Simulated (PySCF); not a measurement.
## UHF on La⁺ (lanthanum, charge +1)

Configuration: [Xe] 5d1 6s1, high-spin 3D determinant (an excited configuration). Computed with PySCF 2.14 in cc-pVDZ-X2C (8s7p5d3f1g, 84 functions), with scalar relativity by spin-free X2C-1e.

```
Total energy                                                  : -8489.106180 hartree
One-electron energy                                           : -11561.4778 hartree
Hartree (Coulomb) energy                                      : 3274.8913 hartree
Exchange energy                                               : -202.5197 hartree
⟨S²⟩                                                          : 2.0064
⟨L²⟩                                                          : 6.391
Sum of ⟨r⟩                                                    : 39.73 bohr
Sum of ⟨r²⟩                                                   : 68.68 bohr²
Traceless quadrupole moment −½Σ⟨3z² − r²⟩ along its main axis : -0.521 e·bohr²
Langevin diamagnetic susceptibility                           : -54.4 ×10⁻⁶ cm³/mol
```

```tsv
shell	electrons	mean orbital energy (hartree)	spread (hartree)	rms radius, mean of both spins (bohr)
1s α	1	-1437.80359	0	0.0286
1s β	1	-1437.80307	0	0.0286
2s α	1	-233.04910	0	0.116
2s β	1	-233.04626	0	0.116
2p α	3	-208.84742	0.00023	0.104
2p β	3	-208.84539	0.00227	0.104
3s α	1	-51.71664	0	0.303
3s β	1	-51.71460	0	0.303
3p α	3	-43.78274	0.00360	0.303
3p β	3	-43.78163	0.00556	0.303
3d α	5	-32.28898	0.00613	0.281
3d β	5	-32.28659	0.00572	0.281
4s α	1	-11.33680	0	0.694
4s β	1	-11.33079	0	0.694
4p α	3	-8.64463	0.00421	0.737
4p β	3	-8.64035	0.01058	0.737
4d α	5	-4.60745	0.01400	0.826
4d β	5	-4.60176	0.01337	0.826
5s α	1	-2.03330	0	1.67
5s β	1	-2.00273	0	1.67
5p α	3	-1.27440	0.02493	1.92
5p β	3	-1.23235	0.02630	1.92
5d α	1	-0.44826	0	3.00
6s α	1	-0.38011	0	4.40
```

Spin-orbit coupling, absent here, splits the open shell strongly.

Densities and radii are taken from the X2C orbitals without a picture-change correction, which distorts them close to the nucleus.

Spin-orbit constants ζ (cm⁻¹) from the X2C one-electron operator on these orbitals: bare nucleus, nucleus screened by l(l+1)(2l+1)/3 electrons, and screened by the Breit-Pauli mean field of the electrons.

| shell | bare | screened nucleus | mean field |
| --- | --- | --- | --- |
| 2p | 2177000 | 2101000 | n/a |
| 3p | 429900 | 414800 | n/a |
| 3d | 66370 | 54720 | n/a |
| 4p | 88370 | 85270 | n/a |
| 4d | 11130 | 9176 | n/a |
| 5p | 11950 | 11530 | n/a |
| 5d | 753.4 | 621.2 | n/a |

To first order the Landé constant is A = 310.6 cm⁻¹, so the lowest level has J = 1 and lies 0.116 eV below the centre of the term. This holds in LS coupling only.
